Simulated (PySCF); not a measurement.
C7H13NP (charge -1).
SMILES with atom numbers: `[CH3:1]/[CH:2]=[CH:3]/[P-:4][N:5]1[CH2:6][CH2:7][CH2:8][CH2:9]1` (hydrogens: H10, H11, H12 on C1; H13 on C2; H14 on C3; H15, H16 on C6; H17, H18 on C7; H19, H20 on C8; H21, H22 on C9)

Theory: PySCF 2.14.0, PBE0-D3(BJ)/def2-SVP geometry optimisation, gas phase.

Question: Give the optimised bond lengths and angles.

Answer: 
```json
{"bond": "C1–C2", "length (pm)": "149.6", "order": "single"}
{"bond": "C2=C3", "length (pm)": "136.3", "order": "double"}
{"bond": "C3–P4", "length (pm)": "178.5", "order": "single"}
{"bond": "P4–N5", "length (pm)": "180.5", "order": "single"}
{"bond": "N5–C6, N5–C9", "length (pm)": "144.4", "order": "single"}
{"bond": "C6–C7, C8–C9", "length (pm)": "154.8", "order": "single"}
{"bond": "C7–C8", "length (pm)": "154.4", "order": "single"}
{"bond": "C1–H10, C1–H11, C1–H12", "length (pm)": "110.9", "order": "single"}
{"bond": "C2–H13", "length (pm)": "110.0", "order": "single"}
{"bond": "C3–H14", "length (pm)": "110.4", "order": "single"}
{"bond": "C6–H15, C9–H22", "length (pm)": "111.4", "order": "single"}
{"bond": "C6–H16, C9–H21", "length (pm)": "109.9", "order": "single"}
{"bond": "C7–H17 and 3 like bonds", "length (pm)": "110.2", "order": "single"}
```

Bonds in one row agree within 1 pm and their mean is given. Orders are formal, as drawn. A selection of angles:
```json
{"angle": "C2–C1–H10", "degrees": "113.7"}
{"angle": "C2–C1–H11", "degrees": "110.5"}
{"angle": "H10–C1–H11", "degrees": "106.6"}
{"angle": "H10–C1–H12", "degrees": "105.2"}
{"angle": "C1–C2–C3", "degrees": "124.7"}
{"angle": "C1–C2–H13", "degrees": "116.1"}
{"angle": "C3–C2–H13", "degrees": "119.2"}
{"angle": "C2–C3–P4", "degrees": "130.8"}
{"angle": "C2–C3–H14", "degrees": "116.9"}
{"angle": "P4–C3–H14", "degrees": "112.2"}
{"angle": "C3–P4–N5", "degrees": "98.2"}
{"angle": "P4–N5–C6", "degrees": "117.5"}
{"angle": "C6–N5–C9", "degrees": "103.4"}
{"angle": "N5–C6–C7", "degrees": "105.9"}
{"angle": "N5–C6–H15", "degrees": "110.6"}
{"angle": "N5–C6–H16", "degrees": "110.1"}
{"angle": "C7–C6–H15", "degrees": "108.9"}
{"angle": "C7–C6–H16", "degrees": "113.3"}
{"angle": "H15–C6–H16", "degrees": "108.0"}
{"angle": "C6–C7–C8", "degrees": "103.5"}
{"angle": "C6–C7–H17", "degrees": "113.1"}
{"angle": "C6–C7–H18", "degrees": "109.2"}
{"angle": "C8–C7–H17", "degrees": "113.1"}
{"angle": "C8–C7–H18", "degrees": "110.4"}
{"angle": "H17–C7–H18", "degrees": "107.6"}
```

Dihedral angles: C1–C2–C3–P4 180° (antiperiplanar); C2–C3–P4–N5 180° (antiperiplanar); C3–P4–N5–C6 117° (anticlinal); P4–N5–C6–C7 90°; N5–C6–C7–C8 26° (synperiplanar); C6–C7–C8–C9 -2° (synperiplanar); C7–C8–C9–N5 -23° (synperiplanar); P4–N5–C9–C8 -91° (anticlinal). The mirror-image conformer, all signs reversed, is as good.

The 5-membered ring N5–C6–C7–C8–C9 has internal angles of 103.4° to 106.2°; it is puckered, 0.17 Å rms from its mean plane, widest ring torsion 41°. C3 (alkene CH carbon) is planar (angles 130.8°, 116.9° and 112.2°, sum 360.0°, 0.00 Å off the plane of its three neighbours). N5 (nitrogen bonded to 2 C and P) is pyramidal (angles 117.5°, 117.5° and 103.4°, sum 338.4°, 0.42 Å off the plane of its three neighbours). Of the pairs four or more bonds apart, H11···H14 is among the closest relative to their van der Waals radii: 2.38 Å, 99 % of the sum of Bondi's values. The 5 C–C bonds span 1.363 Å (C2=C3, drawn double) to 1.549 Å (C8–C9, drawn single), a spread of 0.186 Å. C2 (alkene CH carbon) is planar (angles 124.7°, 119.2° and 116.1°, sum 360.0°, 0.00 Å off the plane of its three neighbours).

Point group: near Cs, missed by 0.09 Å at most; the miss may be what the optimiser left on a soft mode. Stationary, but not proved a minimum.
